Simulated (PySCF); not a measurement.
Ga(Br)2(OH) (Br2GaHO), SMILES [OH][Ga]([Br])[Br]. Geometry: PBE0-D3(BJ)/def2-SVP. The structure was generated by enumeration; whether it is a known compound was not checked. The values are those of a single conformer.

Question: Give the equilibrium geometry at PBE0-D3(BJ)/def2-SVP (PySCF confirms it by a frequency run) as bond lengths and angles, and its point group. (An estimate is asked for; the answer gives what the named calculation found.)

Answer: This is not unique; one that fits is point group Cs.
Atoms: Ga1 Br2 Br3 O4 H5. Bond lengths (Å): Ga1–Br2 2.273, Ga1–Br3 2.258, Ga1–O4 1.767, O4–H5 0.964. Bond angles (°): Br2–Ga1–Br3 121.3, Br2–Ga1–O4 120.7, Br3–Ga1–O4 118.1, Ga1–O4–H5 113.7.
Charge 0, spin multiplicity 1.
